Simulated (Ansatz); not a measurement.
C₂H₆BClO, SMILES `CCOBCl`, relaxed with RKS PBE0-D4/def2-TZVP in Ansatz 0.2.0 from a PBE-D4/def2-SVP geometry. The force threshold is 0.005 eV/Å; the program also tests the step.

Charge 0, multiplicity 1.

Start:

```xyz
11

C    -1.264    0.618   -0.633
C    -0.109   -0.370   -0.640
O     1.024    0.180    0.045
B     1.453   -0.315    1.221
Cl    2.841    0.461    1.993
H    -2.112    0.219   -1.225
H    -0.956    1.586   -1.075
H    -1.620    0.806    0.400
H     0.219   -0.584   -1.679
H    -0.403   -1.334   -0.171
H     0.926   -1.268    1.764
```

| step | energy (eV) | largest force (eV/Å) | largest move (Å) |
| --- | --- | --- | --- |
| 1 | -17412.5988 | 0.497 | 0.000 |
| 2 | -17412.6351 | 0.152 | 0.023 |
| 3 | -17412.6382 | 0.077 | 0.010 |
| 4 | -17412.6383 | 0.076 | 0.009 |
| 5 (rejected) | -17412.6351 | 0.253 | 0.023 |
| 6 | -17412.6385 | 0.038 | 0.012 |
| 7 | -17412.6387 | 0.009 | 0.009 |
| 8 | -17412.6387 | 0.006 | 0.007 |
| 9 | -17412.6387 | 0.011 | 0.009 |
| 10 | -17412.6387 | 0.007 | 0.004 |
| 11 | -17412.6387 | 0.001 | 0.003 |

End:

```xyz
11

C    -1.260    0.617   -0.636
C    -0.115   -0.364   -0.627
O     1.002    0.193    0.061
B     1.447   -0.320    1.207
Cl    2.817    0.451    1.991
H    -2.094    0.212   -1.213
H    -0.954    1.562   -1.087
H    -1.610    0.816    0.379
H     0.219   -0.581   -1.644
H    -0.406   -1.307   -0.154
H     0.954   -1.280    1.722
```

Run time 17 s (4 threads of an INTEL XEON PLATINUM 8581C on a shared host); peak host memory 0.49 GiB.
